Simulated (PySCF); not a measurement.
SMILES CC(C)(C)c1ccc(Cl)cc1, GFN2-xTB optimised geometry.

```
24

C     -2.49    -1.54    -0.01
C     -0.97    -1.72     0.00
C     -0.58    -2.52    -1.25
C     -0.60    -2.51     1.26
C     -0.23    -0.40     0.00
C     -0.87     0.83     0.00
C     -0.15     2.02     0.00
C      1.23     1.99     0.00
Cl     2.13     3.46     0.00
C      1.90     0.77     0.00
C      1.17    -0.40     0.00
H     -2.83    -1.01     0.87
H     -2.82    -1.01    -0.90
H     -2.97    -2.52    -0.01
H     -1.12    -3.46    -1.28
H      0.49    -2.75    -1.26
H     -0.82    -1.96    -2.15
H     -0.85    -1.94     2.15
H      0.47    -2.73     1.29
H     -1.13    -3.46     1.29
H     -1.94     0.89     0.00
H     -0.67     2.96     0.00
H      2.97     0.75     0.00
H      1.71    -1.33     0.00
```

Density from CAM-B3LYP/def2-SVP run with PySCF 2.14.0 at that geometry.

Minimum of the electron density along straight lines between bonded atoms, close to the bond critical point (lines longer than 1.1 times the sum of covalent radii, or with two minima, are not listed):

```csv
bond,length / Å,ρ at the minimum / e bohr⁻³,∇²ρ there / e bohr⁻⁵,position (fraction from the first atom)
C1–C2,1.531,0.246,-0.57,0.50
C2–C3,1.535,0.243,-0.56,0.50
C2–C4,1.535,0.243,-0.56,0.50
C2–C5,1.521,0.251,-0.59,0.49
C5–C6,1.390,0.311,-0.79,0.50
C6–C7,1.385,0.313,-0.81,0.50
C7–C8,1.382,0.317,-0.83,0.49
C8–Cl9,1.731,(withheld),(withheld),0.42
C8–C10,1.385,0.316,-0.83,0.51
C5–C11,1.393,0.310,-0.79,0.50
C10–C11,1.381,0.315,-0.82,0.50
C1–H12,1.087,0.277,-1.02,0.63
C1–H13,1.087,0.277,-1.02,0.63
C1–H14,1.088,0.277,-1.02,0.63
C3–H15,1.088,0.277,-1.02,0.63
C3–H16,1.086,0.278,-1.03,0.63
C3–H17,1.088,0.277,-1.03,0.63
C4–H18,1.088,0.277,-1.03,0.63
C4–H19,1.086,0.278,-1.03,0.63
C4–H20,1.088,0.277,-1.02,0.63
C6–H21,1.077,0.286,-1.11,0.64
C7–H22,1.079,0.285,-1.11,0.64
C10–H23,1.079,0.285,-1.11,0.64
C11–H24,1.079,0.285,-1.09,0.63
```

### Question
What belongs in the gaps?

### Answer

- C8–Cl9, ρ at the minimum / e bohr⁻³: 0.201
- C8–Cl9, ∇²ρ there / e bohr⁻⁵: -0.30
